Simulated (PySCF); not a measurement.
Isomers of C3H4S. Isolated molecules, 0 K electronic values unless said otherwise. One relaxed conformer stands for each flexible species; it need not be the lowest. Strings in code marks are SMILES.

Method: B3LYP-D3(BJ)/def2-TZVP // PBE0-D3(BJ)/def2-TZVP (PySCF). All candidates: neutral, multiplicity 1. B3LYP has the VWN-RPA correlation part, as in Gaussian. Delta-SCF ions had no search for a lower state. Excitations are Tamm–Dancoff values on a coarser integration grid. The basis has no diffuse functions, so Rydberg states are missing or too high.

```
Quantity                                   Value
--------------------------------------  --------
T1 excitation (TDA)                      1.63 eV
vertical ionisation energy (Delta-SCF)   8.65 eV
HOMO                                    -6.27 eV
```

Q: Say which member has these values.
A. `SC1C=C1` (H–S–C–C torsion 152°)
B. `C#CCS`
C. `C=CC=S` (C–C–C–S torsion 180°)
D. `S=C1CC1`

A: C, `C=CC=S` (C–C–C–S torsion 180°). The others give `SC1C=C1` (H–S–C–C torsion 152°): 4.20 eV, 8.96 eV, -6.39 eV; `C#CCS`: 4.74 eV, 9.30 eV, -6.81 eV; `S=C1CC1`: 1.78 eV, 8.45 eV, -5.99 eV
